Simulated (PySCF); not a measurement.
A structure optimised at PBE0-D3(BJ)/def2-SVP, used in a PySCF frequency run:

```xyz
13

B     -0.9530     0.1661     0.3492
Ge     0.9705    -0.1732    -0.3699
H      1.3947    -1.6537    -0.2365
H      1.1814     0.2371    -1.8443
H      1.9911     0.6366     0.4664
C     -1.4213    -0.6019     1.6285
H     -1.8583    -1.5409     1.2278
H     -2.2298    -0.1009     2.1847
H     -0.6243    -0.9145     2.3193
C     -1.8888     1.1902    -0.3723
H     -2.9570     1.0859    -0.1238
H     -1.7580     1.2549    -1.4627
H     -1.5700     2.1773     0.0235
```

Q: Write its SMILES and formula.

A: C[B](C)[GeH3], C2H9BGe

Q: What are its rotational constants (standard atomic weights)?

A: 6.9736, 2.4301, 1.8846 GHz
